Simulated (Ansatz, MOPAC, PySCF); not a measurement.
Molecule: carbon diselenide, CSe2, net charge 0, singlet state. SMILES: [Se]=C=[Se]
Geometry: optimised at B3LYP-D3(BJ)/def2-TZVP (Ansatz, a first-principles code).

Unscaled harmonic wavenumbers (cm⁻¹) in rising order, each level at the stationary point that it reaches from this structure (no distance between atoms moves by over 0.3 Å); the order of modes can differ between levels, and a negative number is imaginary. B3LYP-D3(BJ)/def2-TZVP (PySCF, at the structure above): 323, 323, 381, 1324.

AM1 (MOPAC): 332, 348, 348, 900. Zero-point energy 2.8 against 3.4 kcal/mol; where all levels lie over 400 cm⁻¹, the wavenumbers are on average 0.679 times those of B3LYP-D3(BJ)/def2-TZVP.

HF/6-31G* with LANL2DZ past Ar (Ansatz): 339, 339, 382, 1252. Zero-point energy 3.3 against 3.4 kcal/mol; where all levels lie over 400 cm⁻¹, the wavenumbers are on average 0.946 times those of B3LYP-D3(BJ)/def2-TZVP.
